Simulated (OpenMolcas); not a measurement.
## OpenMolcas run: Dy2+

Dy2+ with its 6 nearest fluoride ions at 2.3 Å, on the Cd site of idealised cubic KCdF3 (a = 4.302 Å, distance in the model lattice 2.151 Å). The rest of the host is ab initio model potentials to 7.6 Å, with orthogonalisation functions on the cations behind the ligands, and point charges beyond; the distance is set by hand and nothing relaxes. Ligand basis ANO-RCC-VDZP.

Input, with the lattice sites abridged:

```
&GATEWAY
Basis set
Dy.ANO-RCC-VDZP.
Dy1 0.0 0.0 0.0 Angstrom
End of basis
Basis set
F.ANO-RCC-VDZP.
L1 2.300000 0.000000 0.000000 Angstrom
L2 0.000000 2.300000 0.000000 Angstrom
L3 0.000000 0.000000 2.300000 Angstrom
End of basis
Basis set
Cd.EMB-AIMP.Lopez-Moraza.11s7p.1s1p.ECP.KCdF3.
PseudoCharge
* 3 symmetry-unique lattice sites within 7.6 angstrom
End of basis
Basis set
K.EMB-AIMP.Lopez-Moraza.0s.0s.ECP.KCdF3.
PseudoCharge
* 16 symmetry-unique lattice sites within 7.6 angstrom
End of basis
Basis set
Cd.EMB-AIMP.Lopez-Moraza.0s.0s.ECP.KCdF3.
PseudoCharge
* 10 symmetry-unique lattice sites within 7.6 angstrom
End of basis
Basis set
F.EMB-AIMP.Lopez-Moraza.0s.0s.ECP.KCdF3.
PseudoCharge
* 27 symmetry-unique lattice sites within 7.6 angstrom
End of basis
Symmetry
XYZ
AngMom=0.0 0.0 0.0
AMFI
RICD
XField
1533 Angstrom 0
* Evjen-weighted lattice charges
&SEWARD
&RASSCF
FileOrb=start.orb
Symmetry=1
Spin=5
nActEl=10 0 0
Inactive=30 27
Ras2=0 7
CIRoot=35 35 1
SDav=35
CIMx=300
Iter=150 100
PrWF=0.3
OrbListing=Nothing
MaxOrb=1
LevShft=1.0
>>> COPY $Project.JobIph JOB001
&RASSCF
FileOrb=start.orb
Symmetry=1
Spin=3
nActEl=10 0 0
Inactive=30 27
Ras2=0 7
CIRoot=162 162 1
SDav=210
CIMx=300
Iter=150 100
PrWF=0.3
OrbListing=Nothing
MaxOrb=0
CIOnly
LevShft=1.0
>>> COPY $Project.JobIph JOB002
&RASSCF
FileOrb=start.orb
Symmetry=1
Spin=1
nActEl=10 0 0
Inactive=30 27
Ras2=0 7
CIRoot=162 162 1
SDav=196
CIMx=300
Iter=150 100
PrWF=0.3
OrbListing=Nothing
MaxOrb=0
CIOnly
LevShft=1.0
>>> COPY $Project.JobIph JOB003
&RASSI
NrOfJobIphs=3 33 106 31
1 2 3 4 5 6 7 8 9 10 11 12 13 14 15 16 17 18 19 20 21 22 23 24 25 26 27
28 29 30 31 32 33
1 2 3 4 5 6 7 8 9 10 11 12 13 14 15 16 17 18 19 20 21 22 23 24 25 26 27
28 29 30 31 32 33 34 35 36 37 38 39 40 41 42 43 44 45 46 47 48 49 50 51
52 53 54 55 56 57 58 59 60 61 62 63 64 65 66 67 68 69 70 71 72 73 74 75
76 77 78 79 80 81 82 83 84 85 86 87 88 89 90 91 92 93 94 95 96 97 98 99
100 101 102 103 104 105 106
1 2 3 4 5 6 7 8 9 10 11 12 13 14 15 16 17 18 19 20 21 22 23 24 25 26 27
28 29 30 31
IphNames
JOB001
JOB002
JOB003
EJob
SpinOrbit
DIPRint=1.0
SOCoupling=1000.0
Subsets=2
Property=9
'ANGMOM' 1 'ANGMOM' 2 'ANGMOM' 3 'MLTPL  1' 1 'MLTPL  1' 2 'MLTPL  1' 3
'AMFI' 1 'AMFI' 2 'AMFI' 3
SOProperty=3
'ANGMOM' 1 'ANGMOM' 2 'ANGMOM' 3
```

Launched by
```bash
OMP_NUM_THREADS=1 MOLCAS_MEM=2457 MOLCAS_PROJECT=a pymolcas a.inp > a.log  # once for each step of the input, in one work folder
```

A driver script runs the steps one by one and writes start.orb anew before each from the orbitals found so far, so a CI-only block uses the converged orbitals of the first block.

Output, cut to the results:

```
--- SEWARD ---
Basis set label: DY.ANO-RCC...7S6P4D2F1G.

      Electronic valence basis set:
      ------------------
      Associated Effective Charge  66.000000 au
      Associated Actual Charge     66.000000 au
      Nuclear Model: Point charge

      Shell  nPrim  nBasis  Cartesian Spherical Contaminant
         s      25       7        X
         p      22       6        X
         d      15       4                 X
         f      11       2                 X
         g       4       1                 X
                  Relativistic Douglas-Kroll-Hess integrals:
                    - DKH order of Hamiltonian: 2
                    - DKH order of Properties : 0
                  Atomic mean-field integrals
--- RASSCF ---
Wave function specifications:
      -----------------------------

      Number of closed shell electrons         114
      Number of electrons in active shells      10
      Max number of holes in RAS1 space          0
      Max nr of electrons in RAS3 space          0
      Number of inactive orbitals               57
      Number of active orbitals                  7
      Number of secondary orbitals             112
      Spin quantum number                      2.0
      State symmetry                             1
Orbital specifications:
      -----------------------

      Symmetry species                           1   2
                                                ag  au
      Frozen orbitals                            0   0
      Inactive orbitals                         30  27
      Active orbitals                            0   7
      RAS1 orbitals                              0   0
      RAS2 orbitals                              0   7
      RAS3 orbitals                              0   0
      Secondary orbitals                        60  52
      Deleted orbitals                           0   0
      Number of basis functions                 90  86
      Number of CSFs                            35
      Number of root(s) required                35
      Iter CI   SX   CI       RASSCF       Energy    max ROT     max BLB   max BLB  Level Ln srch  Step   QN
          iter iter root      energy       change     param      element    value   shift minimum  type update
 Nr of preliminary CI iterations:   1
      Total energies have been shifted. Add               -12000.00 au
        1   1   11    0  -744.83466045    0.00E+00  -6.02E-02   27  78 2 -3.30E-01*  0.55   0.00    SX    NO
        2   1   10    0  -745.44174042   -6.07E-01* -2.83E-02   30  33 1  9.24E-02*  0.56   0.00    SX    NO
        3   1   11    0  -745.47839525   -3.67E-02* -1.82E-02   29  36 2 -7.56E-02*  0.40   0.00    SX    NO
        4   1   10    0  -745.48355254   -5.16E-03*  1.78E-02   31  38 2  7.93E-02*  0.53   0.00    SX    NO
        5   1   11    0  -745.48498622   -1.43E-03*  1.63E-02   31  38 2 -7.55E-02*  0.39   0.53    SX   YES
        6   1   10    0  -745.48677220   -1.79E-03* -1.38E-02   31  38 2  6.65E-02*  0.52   0.54    SX   YES
        7   1   11    0  -745.48844978   -1.68E-03*  1.18E-02   31  38 2 -5.36E-02*  0.41   0.55    SX   YES
        8   1   10    0  -745.48900034   -5.51E-04* -5.47E-03   31  38 2  4.96E-02*  0.50   0.52    LS   YES
        9   1    9    0  -745.49174430   -2.74E-03* -4.35E-04   29  36 2  1.87E-03*  0.46   1.03    QN   YES
       10   1    7    0  -745.49175366   -9.36E-06*  2.46E-04   30  33 1  4.60E-04*  0.46   1.32    QN   YES
       11   1    7    0  -745.49175491   -1.24E-06* -2.90E-05   29  36 2 -1.14E-04*  0.46   1.14    QN   YES
       12   1    6    0  -745.49175496   -5.79E-08* -4.45E-06   29  36 2 -1.83E-05   0.46   1.04    QN   YES
       13   1    4    0  -745.49175498   -1.91E-08* -1.97E-06   15  42 2  4.45E-06   0.46   1.00    QN   YES
       14   1    4    0  -745.49175498    3.07E-09   4.03E-07   31  38 2  1.31E-06   0.46   0.01    QN   YES
      Convergence after 14 iterations
       15   1    4    0  -745.49175498    3.86E-10   4.03E-07   29  36 2  5.78E-07   0.46   0.01    QN   YES
      Natural orbitals and occupation numbers for root  1
      sym 2:   1.849175   1.000000   1.150825   1.150825   1.849175   1.849175   1.150825
      Natural orbitals and occupation numbers for root  2
      sym 2:   1.555746   1.650936   1.422401   1.441606   1.340710   1.576106   1.012496
      Natural orbitals and occupation numbers for root  3
      sym 2:   1.014369   1.324220   1.667743   1.420046   1.535645   1.579597   1.458380
...
--- RASSI ---
SPIN-FREE ENERGIES:
  (Shifted by EMIN (a.u.) =     -12745.5675368642)

 SF State       Relative EMIN(au)   Rel lowest level(eV)    D:o, cm**(-1)

     1             0.0000000000        0.0000000000              0.0000
     2             0.0004546351        0.0123712517             99.7809
     3             0.0004546351        0.0123712517             99.7809
     4             0.0004546351        0.0123712517             99.7809
     5             0.0007830687        0.0213083857            171.8637
     6             0.0007830687        0.0213083857            171.8637
     7             0.0018127778        0.0493281977            397.8587
     8             0.0018127778        0.0493281977            397.8587
     9             0.0018127778        0.0493281977            397.8587
    10             0.0019512074        0.0530950591            428.2405
    11             0.0019924962        0.0542185833            437.3024
    12             0.0019924962        0.0542185833            437.3024
    13             0.0019924962        0.0542185833            437.3024
    14             0.0751751882        2.0456210816          16499.0467
    15             0.0751751882        2.0456210816          16499.0467
    16             0.0751751882        2.0456210816          16499.0467
    17             0.0757378778        2.0609326471          16622.5428
    18             0.0760412742        2.0691884835          16689.1306
    19             0.0760412742        2.0691884835          16689.1306
    20             0.0760412742        2.0691884835          16689.1306
    21             0.0765977914        2.0843320886          16811.2720
    34             0.0893471271        2.4312591844          19609.4278
    35             0.0893471271        2.4312591844          19609.4278
    36             0.0893471271        2.4312591844          19609.4278
    37             0.0893719098        2.4319335584          19614.8670
...
```

Spin-orbit levels above the lowest (labels of O, the rotations of Oh):

| E (cm-1) | Degeneracy | Label | 2S+1 | J | |mJ| (%) |
| --- | --- | --- | --- | --- | --- |
| 0.0 | 2 | E | 5 | 8.01 | 2 (50) |
| 11.8 | 3 | T1 | 5 | 8.01 | 1 (39) |
| 46.7 | 1 | A1 | 5 | 8.01 | 0 (52) |
| 208.7 | 3 | T1 | 5 | 8.01 | 4 (32) |
| 252.9 | 3 | T2 | 5 | 8.01 | 5 (36) |
| 286.0 | 2 | E | 5 | 8.01 | 6 (50) |
| 287.5 | 3 | T2 | 5 | 8.01 | 6 (32) |
| 4312 | 3 | T1 | 5 | 7.01 | 7 (34) |
| 4314 | 3 | T2 | 5 | 7.01 | 2 (33) |
| 4410 | 1 | A2 | 5 | 7.01 | 2 (54) |
| 4421 | 3 | T2 | 5 | 7.01 | 3 (45) |
| 4430 | 2 | E | 5 | 7.01 | 4 (50) |
| 4461 | 3 | T1 | 5 | 7.01 | 5 (55) |
| 7456 | 2 | E | 5 | 6.01 | 0 (44) |
| 7463 | 3 | T2 | 5 | 6.01 | 1 (53) |
| 7505 | 1 | A2 | 5 | 6.01 | 2 (69) |
| 7533 | 3 | T2 | 5 | 6.01 | 5 (34) |
| 7552 | 3 | T1 | 5 | 6.01 | 4 (33) |
| 7571 | 1 | A1 | 5 | 6.01 | 4 (87) |
| 9813 | 3 | T1 | 5 | 5.02 | 5 (35) |

High states are left out of the spin-orbit mixing, which shifts the levels that they would mix with. Without dynamic correlation the ligand-field splitting of an f shell can come out too small, at times by half. The first state left out of the spin-orbit step lies near 43000 cm-1 above the lowest spin-free state of the reference (among the parities and spins computed), and the lists stop at four fifths of that energy or lower. No measured value stands beside these numbers; the geometry was set by hand and not optimised.

The RASSCF and RASSI steps took 120 s on 1 thread of Arm Neoverse V1, with other jobs on the host; the integral step is not counted.
